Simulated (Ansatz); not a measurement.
CH₅FGeS (`F[CH2][GeH2][SH]`), relaxed with RKS PBE0-D4/def2-TZVP in the Gaussian-basis code of Ansatz from a PBE-D4/def2-SVP geometry. The force threshold is 0.005 eV/Å; the program also tests the step.

Charge 0, multiplicity 1.

Start:

```xyz
9

F     1.520   -0.684    0.798
C     0.824    0.515    0.662
Ge   -0.955    0.102   -0.128
S    -0.515   -1.088   -1.976
H     1.391    1.198   -0.008
H     0.723    0.996    1.660
H    -1.714    1.383   -0.560
H    -1.797   -0.712    0.894
H     0.522   -1.709   -1.342
```

Question: How much energy does the relaxation release, and in how many steps? (An estimate is asked.)

Answer: Ansatz gave: 0.04 eV, in 9 steps.

Question: Which bonds change most? (Estimate.)

Answer: Ansatz gave: Ge3–S4 from 2.242 to 2.220 Å; S4–H9 from 1.365 to 1.344 Å; C2–H5 from 1.112 to 1.093 Å; C2–H6 from 1.113 to 1.094 Å.

Question: Give the relaxed structure. (Best estimate.)

Answer: The calculation gave: 
```xyz
9

F     1.551   -0.591    0.957
C     0.832    0.564    0.694
Ge   -0.895    0.082   -0.133
S    -0.498   -0.987   -2.038
H     1.417    1.189    0.015
H     0.682    1.100    1.636
H    -1.682    1.345   -0.513
H    -1.702   -0.801    0.834
H     0.293   -1.902   -1.452
```
